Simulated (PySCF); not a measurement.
C₂H₆O₂Sn, SMILES C=[CH][SnH]([OH])[OH]. Heavy atoms are numbered as in [SnH:1]([OH:2])([OH:3])[CH:4]=[CH2:5]. Hydrogens are named by the atom that carries them.

Coordinates come from a B3LYP-D3(BJ)/def2-SVP optimisation. The structure was generated by enumeration; whether it is a known compound was not checked. The def2 effective core potentials stand for the cores of Sn; spin–orbit coupling is left out. The values are those of a single conformer.

The numbers are results of HF/def2-TZVP (PySCF), not measurements.

ESP charges are fitted to the potential on shells at 1.4 to 2.0 van der Waals radii. Atomic charges (e), one atom of each kind:

```csv
atom,ESP fit,Löwdin
Sn1 (SnH),1.18,0.80
O2 (OH),-0.85,-0.42
C4 (CH),-0.40,-0.36
C5 (CH2),-0.39,-0.21
H on Sn1,-0.16,-0.08
H on O2,0.43,0.16
H on C4,0.22,0.13
H on C5,0.21,0.12
```
